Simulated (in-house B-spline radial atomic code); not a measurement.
Atomic self-consistent-field run: the promethium ion Pm⁶⁺ (an excited or competing configuration). Method: scalar-relativistic (X2C) HSE06, spin-polarised, spherical fractional occupations, exact exchange averaged over the configuration, Fermi nucleus of rms radius 4.962 fm. Calculated with a radial B-spline atomic code at the basis-set limit.

Command:
```bash
python run_scf.py task.json out
```
Settings (nuclear radius in fm, mass in u):
```
Z                61
configuration    [Kr] 4d10 4f2 5s2 5p4 6d1
hamiltonian      x2c
method           hse06
spin_polarised   True
nucleus          fermi
rms_radius       4.962
atomic_mass      144.91276
speed_of_light   137.035999084
exact_exchange   averaged over the configuration
```

Output (hartree, bohr):
```
 radial grid: 69 intervals, B-splines of order 8, outer radius 28.6567 bohr

 iter        energy (Eh)    residual
    1       -9982.042342    1.08e+00
    2       -9999.322102    7.42e-01
    3      -10008.183090    1.62e-01
    4      -10008.731914    5.35e-02
    5      -10008.756971    2.15e-02
    6      -10008.765250    3.30e-03
    7      -10008.765383    2.36e-04
    8      -10008.765384    2.41e-05
    9      -10008.765384    9.72e-07
   10      -10008.765384    8.72e-08

 total energy                    -10008.76538
 kinetic                           10827.9297
 electron-nucleus                 -24296.0228
 Hartree                            3686.7530
 exact exchange                      -55.0436
 exchange-correlation               -172.3817

 orbital      occ     eigenvalue          <r>       <r^2>       <1/r>       r_max
 1s up      1.000     -1658.7454    0.0224891 0.000698014     71.8985     0.01397
 1s down    1.000     -1658.7367     0.022489 0.000698008     71.8988     0.01397
 2s up      1.000      -273.9386    0.0983065   0.0114707     16.5368     0.08365
 2s down    1.000      -273.9324    0.0983049   0.0114702     16.5369     0.08365
 2p up      3.000      -245.3033    0.0867316  0.00919892     14.7812     0.06721
 2p down    3.000      -245.2938    0.0867318  0.00919888      14.781     0.06721
 3s up      1.000       -63.2873     0.259928   0.0773346     5.92238      0.2387
 3s down    1.000       -63.2447     0.259822   0.0772668     5.92492      0.2386
 3p up      3.000       -54.2106     0.258152   0.0773385     5.42542      0.2337
 3p down    3.000       -54.1642      0.25803   0.0772596     5.42783      0.2336
 3d up      5.000       -41.5915     0.236217   0.0656587     5.10191      0.1919
 3d down    5.000       -41.5513     0.236029   0.0655401     5.10496      0.1919
 4s up      1.000       -15.8245     0.588351    0.390307     2.45833      0.5506
 4s down    1.000       -15.7172     0.588391    0.390265     2.45675      0.5507
 4p up      3.000       -12.7830     0.620173    0.436756     2.23492      0.5732
 4p down    3.000       -12.6711     0.620357    0.436896     2.23275      0.5735
 4d up      5.000        -8.4076     0.672342     0.52211     1.96609      0.5974
 4d down    5.000        -8.2881     0.671489     0.52044     1.96681      0.5974
 4f up      2.000        -3.7332     0.798762    0.771773     1.54519      0.5999
 5s up      1.000        -4.7277      1.30287     1.88997     1.03471       1.222
 5s down    1.000        -4.5533      1.30667     1.90337     1.03286        1.22
 5p up      3.000        -3.8149      1.43213     2.28946    0.922554       1.334
 5p down    1.000        -3.6854      1.44319     2.32801    0.915823       1.338
 6d up      1.000        -1.3308      3.44348     13.1563    0.380361       3.416
```

Cost of the run: 0.72 s on 1 thread of Intel(R) Xeon(R) 6975P-C, with other jobs on the host.

One-electron X2C: radii and densities carry no picture-change correction, so inner-shell <1/r> comes out high (for 1s by about 2 % at Z = 33, 5 % at 54, 10 % at 75, 30 % at 118) and <r> low.
